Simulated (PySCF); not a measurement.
H4AlF2NO2Si, SMILES [OH][Al]([OH])[NH][SiH](F)F (PBE0/def2-SVP optimised geometry):

```
11

Si     0.253    -1.918     0.000
F      1.871    -1.918     0.000
F     -0.129    -2.672    -1.379
N     -0.376    -0.335     0.000
Al    -1.290     0.515     1.284
O     -1.871     2.095     1.115
O     -1.556    -0.355     2.710
H     -0.225    -2.700     1.152
H     -0.170     0.191    -0.848
H     -1.813     2.700     0.378
H     -2.015    -0.025     3.482
```

Computed with PBE0/def2-TZVP run with PySCF 2.14.0.

Problem. What are the frontier orbital energies and the dipole moment?

Solution. HOMO-2 -9.75 eV, HOMO-1 -9.30 eV, HOMO -8.49 eV, LUMO -0.63 eV, LUMO+1 0.71 eV; dipole moment 3.37 D.

On the same geometry PySCF with PBE/def2-TZVP gives HOMO-2 -8.03 eV, HOMO-1 -7.58 eV, HOMO -7.00 eV, LUMO -1.47 eV, LUMO+1 -0.07 eV; dipole moment 3.29 D.

Meta-Löwdin charges at PBE0/def2-TZVP: Si1 1.38, F2 -0.51, F3 -0.51, N4 -0.85, Al5 1.22, O6 -0.79, O7 -0.79, H8 -0.12, H9 0.25, H10 0.36, H11 0.36.
